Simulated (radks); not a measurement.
Values are calculated unless marked as measured or tabulated.
Ionisation of I+, [Kr] 4d10 5s2 5p4, to I2+, [Kr] 4d10 5s2 5p3, under several functionals. Dirac Kohn-Sham, spin-unpolarised, spherical densities, point nucleus; open shells fill j = l - 1/2 first; a radial shooting solver on a logarithmic mesh with Libxc functionals.

functional                          E(I+) (hartree)  Exc (hartree)  IE (eV)  -e(HOMO) (eV)  <r> HOMO (bohr)  IE error (eV)
B86b exchange with PBE correlation      -7119.41130     -182.08840   19.367         14.913            2.358         +0.236
AM05                                    -7113.09557     -175.69789   19.338         14.878            2.352         +0.207
exchange-only B88                       -7116.65335     -179.29439   18.362         13.925            2.381         -0.769
Wu-Cohen GGA                            -7117.85429     -180.51484   19.396         14.929            2.351         +0.264
PW91                                    -7119.63181     -182.31348   19.413         14.954            2.358         +0.282
OLYP                                    -7121.37713     -184.16805   19.225         14.774            2.355         +0.094
PBE                                     -7118.64282     -181.30978   19.347         14.896            2.359         +0.215

NIST Atomic Spectra Database: 19.131 eV (measured). Closest: OLYP. The Delta-SCF values span 1.05 eV, the total energies 8.28 hartree. The highest occupied level is 5p3/2. Spin polarisation and multiplet splitting are left out, so open shells lie too high by an amount that depends on their filling.

Beside tabulated values, note that spin-unpolarised runs miss the spin-polarisation part of the exchange energy of open shells.
